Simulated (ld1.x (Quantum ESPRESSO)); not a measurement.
platinum, TM: configuration errors across variants

Pt, norm-conserving Troullier–Martins (Kleinman–Bylander form), made with ld1.x (Quantum ESPRESSO) 7.5 (PBE, scalar-relativistic). Core [Xe] 4f14, reference 5d8 6s2 6p0. Waves: 6s (bound): rc 2.40 bohr; 6p (bound, empty): rc 2.30 bohr; 5d (bound): rc 1.95 bohr. Local part: all-electron potential smoothed inside 2.30 bohr (lloc = -2). Core correction: a·sin(br)/r model core inside 2.05 bohr.

All-electron excitation energies from the reference (eV): (1) 5d9 6s1 6p0 -1.005; (2) 5d9 6s0 6p0 8.189; (3) 5d8 6s0 6p0 28.155; (4) 5d9 6s0.5 6p0 2.689; (5) 5d6 6s0 6p0 106.024; (6) 5d10 6s0 6p0 -1.022; (7) 5d8 6s1 6p0 10.162.

1 further variants failed, have other tests or too few solved ones, and are left out.

A true bound ghost makes a file unfit for plane-wave use even where its test errors are small: the radial tests pick states by their node count and pass the ghost by.

Errors AE − PS in meV (a dash: test not solved or not reliable):

```csv
change,(1),(2),(3),(4),(5),(6),(7),bound ghosts
base,-55,-105,-45,-78,-386,-190,-10,none
local potential the s channel,-67,-116,-46,-89,-515,-231,-11,none
wave 6s (bound): rc 2.40 bohr becomes 6s (bound): rc 2.02 bohr,-49,-93,-39,-69,-407,-174,-8.7,none
wave 6p (bound): rc 2.30 bohr becomes 6p (bound): rc 1.44 bohr,-55,-106,-45,-78,-386,-190,-10,p
type TM semilocal; local potential the s channel,-41,-91,-43,-63,-221,-137,-10,none
core correction a·sin(br)/r model core inside 1.08 bohr,-66,-135,-60,-97,-456,-227,-13,none
local potential all-electron potential smoothed inside 1.28 bohr (lloc = -2),-42,-91,-43,-63,-222,-137,-10,"s, p"
"all radii but the core radius scaled by about 1.31 (s 3.14, p 3.00, d 2.54 bohr); local potential all-electron potential smoothed inside 3.00 bohr (lloc = -2)",-11,+9.6,-72,-0.7,-969,-55,-12,none
"type ultrasoft; waves now 6s (bound): rcut 2.10, rcutus 2.40 bohr; 6s channel at -0.15 Ry: rcut 2.10, rcutus 2.40 bohr; 6p (bound): rcut 2.00, rcutus 2.30 bohr; 6p channel at 0.5 Ry: rcut 2.00, rcutus 2.30 bohr; 5d (bound): rcut 1.70, rcutus 1.95 bohr; 5d channel at -0.25 Ry: rcut 1.70, rcutus 1.95 bohr; local potential all-electron potential smoothed inside 1.50 bohr (lloc = -1); augmentation built from norm-conserving waves at rcut, not smoothed further",-43,-90,-41,-63,-236,-138,-11,"s, p"
```

(1) Give the same row for: wave 5d (bound): rc 1.95 bohr becomes 5d (bound): rc 2.34 bohr.

Results:

(1) -49, -91, -41, -68, -377, -172, -9.1; bound ghosts: none.
